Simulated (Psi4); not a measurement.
Pair of molecules: CH3F (SMILES CF) (first 5 atoms) with CH2O (SMILES C=O); geometry from B3LYP-D3(BJ)/def2-TZVP.
(charge 0, multiplicity 1):
```csv
atom,x (Å),y (Å),z (Å)
C,0.1629,-0.2608,-0.4566
F,0.4513,1.0416,-0.0360
H,1.0010,-0.6223,-1.0531
H,0.0210,-0.8818,0.4265
H,-0.7446,-0.2335,-1.0603
C,0.2866,0.3925,3.1783
O,0.0338,-0.7542,2.9200
H,0.3590,0.7464,4.2250
H,0.4575,1.1427,2.3873
```

Calculation: SAPT0/jun-cc-pV(D+d)Z in Psi4 1.11.

**Question.** Which attractive term is largest, and how does the interaction split up?

**Answer.** electrostatics -4.27, exchange 3.10, induction -0.74, dispersion -1.19, total -3.10 kcal/mol; the largest attraction is electrostatics.
